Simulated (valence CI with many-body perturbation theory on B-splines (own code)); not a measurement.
I31+ in brief

Calculated by configuration interaction combined with many-body perturbation theory (CI+MBPT): four valence electrons over a frozen Dirac-Fock core [Ar], a basis of 7 s, 7 p, 8 d, 6 f, 4 g, 1 h functions for each j, with the one-electron correlation potential Σ1 (screened to all orders), the two-electron term Σ2, the three-electron term Σ3, Breit, model QED; selected single and double excitations, second order for the rest, scaled by the run's own slope (own B-spline code, finite nucleus).

No measured spectrum was set against this ion. As an estimate, large intervals hold to a few tenths of a per cent, small ones and those within an open d or f shell to about a per cent. Only levels of the ground parity were solved; by the run's estimate the other parity begins above the list, which can be wrong where configurations are misplaced.

Levels are named by their leading jj configuration (3d3/2^4 stands for four electrons in 3d with j = 3/2), which in mixed levels can hold well under half, so a name can repeat and another be missing.

Rates and lifetimes use the calculated energies. Strong lines usually hold to 10 to 20 %, long lifetimes can be off by a factor of two.

(1) What is the ground level?

(2) How well does LS coupling describe the low levels?

(3) What is the ionisation energy?

(4) Name the longest-lived excited levels whose lifetime is computed, and their main decay.

Results:

(1) (3d3/2^4) J=0, composition 49 % 3d⁴ ³P + 44 % 3d⁴ ⁵D + 8 % 3d⁴ ¹S.

(2) Among the lowest 20 levels the leading LS term, summed over configurations, holds 55 % on average. For single configurations the figures are 55 % in LS and 80 % in jj coupling. Terms mix most in the J = 4 level at 134210 cm⁻¹, where the leading one holds 32 %.

(3) 1911.8 eV; NIST lists 1911 ± 4 eV (theoretical).

(4) (3d3/2^3 3d5/2) J=4 at 134210 cm⁻¹ lives 31700 s, mostly by E2 to (3d3/2^3 3d5/2) J=2.
